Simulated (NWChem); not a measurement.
Molecule: C₂H₃FO₂Si; SMILES C=C1O[SiH](F)O1

```xyz
9

C     -0.3573     2.4609     0.0000
C     -0.0690     1.1671     0.0000
O      0.1214     0.3369     1.0875
Si     0.4197    -0.9150     0.0000
F     -0.6723    -2.0850     0.0000
O      0.1214     0.3369    -1.0875
H     -0.4756     2.9850     0.9467
H     -0.4756     2.9850    -0.9467
H      1.7427    -1.5527     0.0000
```
Atoms are numbered in this order, from 1.

Results from NWChem. The geometry was optimised at PBE0/def2-SVP. Hybrids' shares of exact exchange are those that their runs print; pure functionals count as 0. The functionals differ in more than this share.

```csv
row,share of exact exchange,orbital gap (eV)
PBE/def2-TZVP,0.00,4.48
BLYP/def2-TZVP,0.00,4.44
TPSSh/def2-TZVP,0.10,withheld
B3LYP/def2-TZVP,0.20,6.12
PW6B95/def2-TZVP,0.28,6.70
```

Question: Fit a straight line of the last column on the one before it, predict the withheld value, and compare with the run.

Answer: 
1. Means of the 4 shown rows: x = 0.120, y = 5.435. Slope Σ(x − x̄)(y − ȳ)/Σ(x − x̄)² = 0.4912/0.06080 = 8.079; intercept 4.466.
2. The shown rows scatter about the line by 0.028 (root mean square); the largest residual is +0.04, at B3LYP/def2-TZVP.
3. At x = 0.10 (TPSSh/def2-TZVP; inside the shown range) the line gives 5.27.
4. The run gives 5.56, +0.29 from the line, 10.4 times the scatter.
